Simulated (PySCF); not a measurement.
Input of a run (PBE0-D3(BJ)/def2-SVP geometry optimisation, gas phase (PySCF 2.14.0)), started from a GFN2-xTB structure with every atom displaced at random (by about 0.03 Å):
```
{"job": {"xc": "PBE0", "basis": "def2-SVP", "d3": "d3bj", "grid": 1, "maxiter": 40, "shake": 0.03, "kind": "geom"}, "charge": 0, "multiplicity": 1}
Zn     0.042960    -0.044170     0.012260
C     -0.026170     0.010120     1.983570
C      0.096550     1.188400     2.678310
F      0.394790     2.334510     1.982870
C      0.175970     1.198180     4.062880
F      0.334300     2.373000     4.758230
C      0.069190     0.010800     4.788120
F      0.111520     0.029420     6.103100
C     -0.133470    -1.164650     4.151790
F     -0.271630    -2.332380     4.793900
C     -0.175800    -1.160750     2.729810
F     -0.290520    -2.279500     2.014410
C     -0.086190     0.039130    -2.019070
C     -1.220390     0.231290    -2.674860
F     -2.295230     0.421030    -1.974410
C     -1.213370     0.245440    -4.063290
F     -2.343560     0.445830    -4.754110
C     -0.059890    -0.025710    -4.769860
F     -0.052700    -0.092680    -6.111140
C      1.087320    -0.242470    -4.087640
F      2.235830    -0.496360    -4.809920
C      1.175610    -0.293680    -2.739150
F      2.302160    -0.405140    -2.077550
```

Output (energies in Eh, forces in Eh/bohr):
```
step   0  E = -3231.95031702  max force = 0.116550
step   1  E = -3231.98235010  max force = 0.031042
step   2  E = -3231.98435700  max force = 0.015104
step   3  E = -3231.98786074  max force = 0.005587
step   4  E = -3231.98801514  max force = 0.002107
step   5  E = -3231.98819331  max force = 0.002677
step   6  E = -3231.98823889  max force = 0.000874
step   7  E = -3231.98826299  max force = 0.000951
step   8  E = -3231.98827208  max force = 0.000830
step   9  E = -3231.98827687  max force = 0.000658
step  10  E = -3231.98827897  max force = 0.000868
step  11  E = -3231.98828022  max force = 0.000768
step  12  E = -3231.98828323  max force = 0.000369
optimisation converged
```

Summarise the run.

The energy falls by 1.033 eV over 13 energy and gradient evaluations, the largest force component goes from 0.1166 to 3.7e-04 Eh/bohr, and the atoms move by 0.088 Å rms after alignment. The bond that changes most is Zn1–C13 (ends: zinc bonded to 2 C; carbon bonded to 2 C and Zn), which shortens by 0.106 Å. Bonds longer at the end by more than 0.005 Å: 9 of 24; shorter: 11. Among the angles that change most is C13–C22–C20, from 114.7° to 122.2°. Among the dihedrals that turn most is Zn1–C13–C22–F23, from -11° to 0°. The energy never rose by more than 1e-6 Eh on the way. The first step brought 84 % of the lowering.

What are the final bond lengths?

Zn1–C2 1.931 Å, Zn1–C13 1.931 Å, C2–C3 1.388 Å, C2–C11 1.388 Å, C3–F4 1.332 Å, C3–C5 1.392 Å, C5–F6 1.321 Å, C5–C7 1.395 Å, C7–F8 1.318 Å, C7–C9 1.395 Å, C9–F10 1.321 Å, C9–C11 1.392 Å, C11–F12 1.332 Å, C13–C14 1.388 Å, C13–C22 1.389 Å, C14–F15 1.332 Å, C14–C16 1.393 Å, C16–F17 1.321 Å, C16–C18 1.395 Å, C18–F19 1.318 Å, C18–C20 1.395 Å, C20–F21 1.321 Å, C20–C22 1.392 Å, C22–F23 1.332 Å. Numbering counts from 1 in the input's order; the species is Zn(C6F5)2, `Fc1c(F)c(F)[c]([Zn][c]2c(F)c(F)c(F)c(F)c2F)c(F)c1F`.

The run used 339 basis functions and 88 SCF cycles in all.

No PBE0-D3(BJ)/def2-SVP frequencies stand behind this structure, so it isn't proved a minimum.
